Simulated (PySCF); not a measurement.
Compound: [AlF4]- (charge -1).
SMILES: `[F][Al-]([F])([F])[F]`

The closed-shell ground state was solved at several levels (PySCF, density fitting, gas phase, non-relativistic). Isolated species at its PBE0-D3(BJ)/def2-SVP geometry, gas phase. The geometry's basis has no diffuse functions, a weakness for an anion. No diffuse functions stand in pcSseg-1 (pcSseg-2 on Al), which bears on an anion's orbital energies.

```json
{"level": "PBE/pcSseg-1 (pcSseg-2 on Al)", "basis functions": "111", "total energy (Eh)": "-641.6881", "HOMO (eV)": "-2.84", "LUMO (eV)": "5.49", "gap (eV)": "8.33"}
{"level": "B3LYP/def2-SVPD", "basis functions": "116", "total energy (Eh)": "-641.8800", "HOMO (eV)": "-5.27", "LUMO (eV)": "3.67", "gap (eV)": "8.94"}
{"level": "PBE0/pcSseg-1 (pcSseg-2 on Al)", "basis functions": "111", "total energy (Eh)": "-641.7067", "HOMO (eV)": "-5.00", "LUMO (eV)": "6.25", "gap (eV)": "11.25"}
```

Task: What might B3LYP/pcSseg-1 (pcSseg-2 on Al) (111 basis functions) give for the same quantities?

Result: Total energy -642.2321 Eh, HOMO -4.65 eV, LUMO 5.93 eV, gap 10.58 eV.

Task: Over all these levels, which gives the widest orbital gap and which the narrowest?

Result: PBE0/pcSseg-1 (pcSseg-2 on Al) (global hybrid, 25 % exact exchange) has the widest, 11.25 eV, and PBE/pcSseg-1 (pcSseg-2 on Al) (GGA) the narrowest, 8.33 eV. The two share the basis. From the narrowest to the widest the HOMO moves by -2.16 eV and the LUMO by +0.76 eV.

Task: In the pcSseg-1 (pcSseg-2 on Al) basis, how does the gap go with the fixed share of exact exchange?

Result: PBE (0 %) 8.33 eV; B3LYP (20 %) 10.58 eV; PBE0 (25 %) 11.25 eV. Each rise in the share widens the gap here.
